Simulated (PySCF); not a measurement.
**SeCl, PBE0: how much the basis matters**

PySCF, UKS reference; doublet, unpaired electrons π ↑; De to Se + Cl without counterpoise correction.

```
                 basis                           relativity  functions  Re (Å)  ωe (cm⁻¹)  De (eV)  μ (D)
            x2c-SVPall                        spin-free X2C         50   2.145        442     2.69  -0.84
cc-pVTZ-PP/cc-pV(T+d)Z  scalar-relativistic core potentials         78   2.120        458     2.85  -0.72
            def2-TZVPP                        no relativity         90   2.120        458     2.85  -0.61
```

(1) How does each smaller set differ from the one with most functions, def2-TZVPP?

A positive dipole means Se(−)Cl(+). Spin–orbit coupling is left out. The state is the lowest determinant that a PBE0 search found; another state may lie lower at other levels.

Answers

(1) x2c-SVPall: +2.5 pm, -3.5 % in ωe, -0.16 eV in De; cc-pVTZ-PP/cc-pV(T+d)Z: +0.0 pm, +0.0 % in ωe, +0.00 eV in De. All at PBE0; the set with most functions is neither the basis-set limit nor always the best. The rows treat relativity differently, so the differences are not basis effects alone.
